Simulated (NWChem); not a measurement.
# Atomisation of H$_{3}$P$_{2}$

```
P
H 1 1.4386
H 1 1.4425 2 95.02
P 1 2.2040 2 96.78 3 100.77
H 4 1.4468 1 91.23 2 -157.76
```
Charge 0, spin multiplicity 2.

The numbers come from NWChem runs, not from measurements. All single points use one geometry, from UPBE/def2-SVP, a minimum by its harmonic frequencies. It is one conformer; others weren't searched.

Basis set: def2-TZVP. The atomisation energy is electronic alone: no zero-point, thermal, spin-orbit or counterpoise terms. No value is extrapolated to the basis-set limit. Free atoms are single determinants with multiplicities P 4, H 2. Correlated methods freeze the same cores in atoms and molecule, 10 orbitals in all.

The cost column gives rough processor time relative to LDA (SVWN5); each entry includes its own SCF. Costs are the molecule's.

B3LYP has NWChem's definition, with VWN1-RPA local correlation. The structure started from a generated list of species. The stability of the SCF solutions was not checked. Open-shell Hartree-Fock references start from PBE0 orbitals; any time given for them includes that run.

| method | atomisation energy (kcal/mol) | relative cost |
|---|---|---|
| LDA (SVWN5) | 332.9 | 1 |
| BP86 | 301.2 | under 3 |
| PBE | 291.1 | under 3 |
| B3LYP | ? | under 3 |
| PBE0 | ? | under 3 |
| HF | 187.7 | under 3 |
| TPSS | 297.1 | 4 |
| M06-2X | ? | 4 |
| MP2 | ? | 4 |

Problem. Some entries are withheld; supply them.

Solution. 
- B3LYP, atomisation energy (kcal/mol): 290.7
- PBE0, atomisation energy (kcal/mol): 285.5
- M06-2X, atomisation energy (kcal/mol): 289.5
- MP2, atomisation energy (kcal/mol): 257.5
